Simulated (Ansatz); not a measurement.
Start from `[SiH3][Ga]([Cl])[Cl]` and change one element to get `[SiH3][In]([Cl])[Cl]`.

Ansatz, PBE0-D4/def2-TZVP geometries, multiplicity 1. 

Elements past krypton have def2 core potentials. Scalar relativity is left out up to krypton.

| property | `[SiH3][Ga]([Cl])[Cl]` |
| --- | --- |
| LUMO energy (ωB97M-V/def2-TZVPP) / eV | -0.27 |
| HOMO energy (ωB97M-V/def2-TZVPP) / eV | -10.44 |
| HOMO energy (B3LYP/def2-TZVPP) / eV | -8.19 |
| HOMO energy (PBE/def2-TZVPP) / eV | -7.25 |
| LUMO energy (PBE0/def2-TZVPP) / eV | -2.04 |
| HOMO–LUMO gap (B3LYP/def2-TZVPP) / eV | 5.94 |

Give the same properties after the change, and the shifts. (An estimate is asked.)

The calculation gave: 
```csv
property,`[SiH3][In]([Cl])[Cl]`,shift
LUMO energy (ωB97M-V/def2-TZVPP) / eV,-0.52,-0.25
HOMO energy (ωB97M-V/def2-TZVPP) / eV,-10.31,0.13
HOMO energy (B3LYP/def2-TZVPP) / eV,-8.06,0.13
HOMO energy (PBE/def2-TZVPP) / eV,-7.13,0.12
LUMO energy (PBE0/def2-TZVPP) / eV,-2.16,-0.12
HOMO–LUMO gap (B3LYP/def2-TZVPP) / eV,5.68,-0.26
```

With PBE0 the HOMO rises by 0.12 eV and the LUMO falls by 0.12 eV, so the gap narrows by about 0.24 eV. PBE moves the HOMO by 0.12 eV and ωB97M-V by 0.13 eV.

B3LYP here is the variant with VWN-RPA as its local correlation; programs differ in this.
